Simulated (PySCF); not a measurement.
```xyz
6
charge 0 multiplicity 1, angstrom
Cr    0.0000    0.0000    0.0640
O     0.0000    0.0000    1.6005
F     1.6744    0.0000   -0.3780
F     0.0000    1.6744   -0.3780
F    -1.6744    0.0000   -0.3780
F     0.0000   -1.6744   -0.3780
```

These are results of PySCF, PBE, basis Cr def2-SVP, O def2-SVP, F def2-SVP (no relativity, density fitting), not measurements.

This geometry of CrOF₄ is a stationary point at this level.

(1) What is the point group?

(2) Is it a minimum?

(3) List the harmonic modes with their infrared intensities.

(4) What are the dipole moment and the gap between the highest occupied and lowest empty levels?

(5) Give the atomic charges and bond orders.

Answers

(1) C4v.

(2) Yes: all harmonic wavenumbers are real.

(3) 
```
symmetry  ω (cm⁻¹)  IR (km/mol, summed over degenerate members)
      b1       128                                          0.0
       e       298                                         13.4
      a1       349                                          5.1
       e       363                                         19.9
      b2       413                                          0.0
      b1       558                                          0.0
      a1       683                                         13.5
       e       731                                          323
      a1      1128                                         80.1
```

(4) 0.45 D and 2.00 eV.

(5) 
| atom | Mulliken | Löwdin | polar tensor | Mayer order to Cr1 |
| --- | --- | --- | --- | --- |
| Cr1 | 1.08 | 0.13 | 2.06 | – |
| O2 | -0.16 | 0.09 | -0.35 | 2.04 |
| F3,4,5,6 | -0.23 | -0.06 | -0.43 | 1.02 |

This need not be the most stable arrangement of these atoms.
